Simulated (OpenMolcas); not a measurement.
Ag4+ among 3 point charges of -1.5 e arranged as a planar triangle (D3h).

| Quantity | Value |
| --- | --- |
| Program | OpenMolcas |
| Method | SS-CASPT2, IPEA 0.25 Eh, imaginary shift 0.1 Eh (closed shells correlated: 4s 4p) |
| Basis | ANO-RCC-VDZP [6s5p3d1f] |
| Scalar Hamiltonian | DKH2, point nucleus |
| Active space | 7 electrons in 5 orbitals (4d) |
| State averaging | 2S+1 = 4 even, 10 roots; 2S+1 = 2 even, 40 roots |
| Spin-orbit coupling | RASSI with atomic mean-field integrals over the reference wave functions |

All point charges move together. At R = 2.1 Å the first state of the same spin is 720 cm-1, and at R = 2.45 Å it is 350 cm-1.

Q: A third run gives 610 cm-1. What distance was it run at?

A: With a power law R^-n the two known points give n = -ln(350 / 720) / ln(2.45 / 2.1) = 4.68. Then R = 2.1 × (720 / 610)^(1/4.68) = 2.176 Å. The run was at 2.19 Å, so the estimate is off by -0.014 Å.

Roots that are degenerate in the reference are averaged as groups; the widest CASPT2 spread within a group is 96 cm-1 (the 2-fold group of multiplicity 4 near 3880 cm-1 above the lowest state of its run, R = 2.1). Shifts and gaps below about the spread of the groups concerned are not significant. Point charges give a weaker field than real ligands, and real ions of this kind are as a rule low spin; the high spin found here belongs to the model. The ground term spreads over less than 5000 cm-1, several times less than with real ligands, so orbital moments are less quenched and χT lies further from the spin-only value than at real sites. Free-ion shares, where given, are those of the reference states; single-state CASPT2 does not remix them. Spin-orbit coupling mixes the spin-free states strongly: the lowest level takes only 56 % from its leading state, 4A2 (figures for R = 2.1; the like holds for R = 2.19, R = 2.45). This is an electrostatic model: the charges have no orbitals. An unlabelled pair can be two single states that coincide in this model. No measured value stands beside these numbers.
